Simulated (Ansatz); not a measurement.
FGaH2 (SMILES [F][GaH2]) moved off its minimum; all values from Ansatz (a first-principles code), cores frozen in correlated methods.
(charge 0, multiplicity 1)
```xyz
4

Ga    -0.0788    -0.2498     0.1103
H      0.5265    -0.9727     1.1843
H     -1.4493    -0.6545    -0.8476
F      0.7503     1.3059    -0.4892
```

Question: Give the forces (eV/Å), the total energy and the dipole at CCSD(T)/aug-cc-pVTZ.

Answer: 
```
atom      Fx      Fy      Fz
----  ------  ------  ------
Ga1   -1.678   2.317  -3.709
H2     1.223  -1.266   2.139
H3     1.230   0.431   0.907
F4    -0.775  -1.483   0.662
```
Energy -2024.3171 hartree, dipole 2.79 D.
